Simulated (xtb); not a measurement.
A run for xtb: GFN-FF on C2H6O (SMILES CCO), a point of a torsion scan.

```
$ xtb mol.xyz --gfnff --sp --chrg 0 --uhf 0
9

C     -0.95085415     0.27834843     0.04993424
C      0.41507206    -0.35766978    -0.19723353
O      1.46913901     0.48914788     0.21903548
H     -1.73531267    -0.35979304    -0.34722773
H     -0.99532562     1.24652113    -0.44064164
H     -1.11872422     0.42279477     1.11535129
H      0.47490083    -1.33459134     0.29452888
H      0.55113817    -0.50902709    -1.27379545
H      1.78952115     0.21199232     1.08120142
```

Problem. What total energy does the run end on?

Solution. -1.2171 hartree.
